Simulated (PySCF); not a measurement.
Isomers of C5H11NSSi2.

All values: PBE0/pcSseg-1 (PySCF) at GFN2-xTB geometries, gas phase, one conformer each.

(1) Rank by the highest Hirshfeld charge on any atom, highest value first.
A. `[CH:1]#[C:2][SiH2:3][NH:4][C@@H:5]1[CH2:6][CH2:7][S:8][SiH2:9]1` with C2–Si3–N4–C5 61°, Si3–N4–C5–C6 -85°, N4–C5–C6–C7 -172°, C5–C6–C7–S8 52°, C6–C7–S8–Si9 -30°, C7–S8–Si9–C5 3°
B. `[CH:1]#[C:2][Si@@H:3]1[S:4][SiH2:5][CH2:6][CH2:7][N:8]1[CH3:9]` with C2–Si3–S4–Si5 -161°, Si3–S4–Si5–C6 44°, S4–Si5–C6–C7 0°, Si5–C6–C7–N8 -65°
C. `Cc1ccsc1N([SiH3])[SiH3]`
D. `[CH:1]#[C:2][Si@@H:3]1[CH2:4][CH2:5][NH:6][Si@@H:7]1[S:8][CH3:9]` with N6–Si7–S8–C9 -176°, C2–Si3–C4–C5 -87°, Si3–C4–C5–N6 -45°, C4–C5–N6–Si7 38°, C5–N6–Si7–S8 108°

(2) Rank by dipole moment, lowest first.
A. `[CH:1]#[C:2][SiH2:3][NH:4][C@@H:5]1[CH2:6][CH2:7][S:8][SiH2:9]1` with C2–Si3–N4–C5 61°, Si3–N4–C5–C6 -85°, N4–C5–C6–C7 -172°, C5–C6–C7–S8 52°, C6–C7–S8–Si9 -30°, C7–S8–Si9–C5 3°
B. `[CH:1]#[C:2][Si@@H:3]1[CH2:4][CH2:5][NH:6][Si@@H:7]1[S:8][CH3:9]` with N6–Si7–S8–C9 -176°, C2–Si3–C4–C5 -87°, Si3–C4–C5–N6 -45°, C4–C5–N6–Si7 38°, C5–N6–Si7–S8 108°
C. `Cc1ccsc1N([SiH3])[SiH3]`
D. `[CH:1]#[C:2][Si@@H:3]1[S:4][SiH2:5][CH2:6][CH2:7][N:8]1[CH3:9]` with C2–Si3–S4–Si5 -161°, Si3–S4–Si5–C6 44°, S4–Si5–C6–C7 0°, Si5–C6–C7–N8 -65°

(3) Rank by HOMO energy, highest first.
A. `[CH:1]#[C:2][SiH2:3][NH:4][C@@H:5]1[CH2:6][CH2:7][S:8][SiH2:9]1` with C2–Si3–N4–C5 61°, Si3–N4–C5–C6 -85°, N4–C5–C6–C7 -172°, C5–C6–C7–S8 52°, C6–C7–S8–Si9 -30°, C7–S8–Si9–C5 3°
B. `[CH:1]#[C:2][Si@@H:3]1[CH2:4][CH2:5][NH:6][Si@@H:7]1[S:8][CH3:9]` with N6–Si7–S8–C9 -176°, C2–Si3–C4–C5 -87°, Si3–C4–C5–N6 -45°, C4–C5–N6–Si7 38°, C5–N6–Si7–S8 108°
C. `[CH:1]#[C:2][Si@@H:3]1[S:4][SiH2:5][CH2:6][CH2:7][N:8]1[CH3:9]` with C2–Si3–S4–Si5 -161°, Si3–S4–Si5–C6 44°, S4–Si5–C6–C7 0°, Si5–C6–C7–N8 -65°
D. `Cc1ccsc1N([SiH3])[SiH3]`

## Answers

(1) A (+0.387 e), B (+0.375 e), C (+0.354 e), D (+0.286 e).

(2) C (0.85 D), B (1.03 D), A (1.92 D), D (2.96 D).

(3) D (-6.08 eV), B (-6.46 eV), C (-6.59 eV), A (-6.74 eV).

All values together:

```tsv
SMILES	μ (D)	HOMO (eV)	LUMO (eV)	lowest IAO charge (e)	highest IAO charge (e)	lowest Hirshfeld charge (e)	highest Hirshfeld charge (e)
Cc1ccsc1N([SiH3])[SiH3]	0.85	-6.08	-0.17	-0.747 (N)	+0.747 (Si)	-0.253 (N)	+0.354 (Si)
C#C[Si@@H]1S[SiH2]CCN1C	2.96	-6.59	-0.41	-0.555 (C)	+0.964 (Si)	-0.176 (S)	+0.375 (Si)
C#C[Si@@H]1CCN[Si@@H]1SC	1.03	-6.46	-0.34	-0.670 (N)	+0.665 (Si)	-0.242 (N)	+0.286 (Si)
C#C[SiH2]N[C@@H]1CCS[SiH2]1	1.92	-6.74	-0.40	-0.663 (N)	+0.900 (Si)	-0.238 (N)	+0.387 (Si)
```

Conformers: `[CH:1]#[C:2][Si@@H:3]1[S:4][SiH2:5][CH2:6][CH2:7][N:8]1[CH3:9]` with C2–Si3–S4–Si5 -161°, Si3–S4–Si5–C6 44°, S4–Si5–C6–C7 0°, Si5–C6–C7–N8 -65°; `[CH:1]#[C:2][Si@@H:3]1[CH2:4][CH2:5][NH:6][Si@@H:7]1[S:8][CH3:9]` with N6–Si7–S8–C9 -176°, C2–Si3–C4–C5 -87°, Si3–C4–C5–N6 -45°, C4–C5–N6–Si7 38°, C5–N6–Si7–S8 108°; `[CH:1]#[C:2][SiH2:3][NH:4][C@@H:5]1[CH2:6][CH2:7][S:8][SiH2:9]1` with C2–Si3–N4–C5 61°, Si3–N4–C5–C6 -85°, N4–C5–C6–C7 -172°, C5–C6–C7–S8 52°, C6–C7–S8–Si9 -30°, C7–S8–Si9–C5 3°.
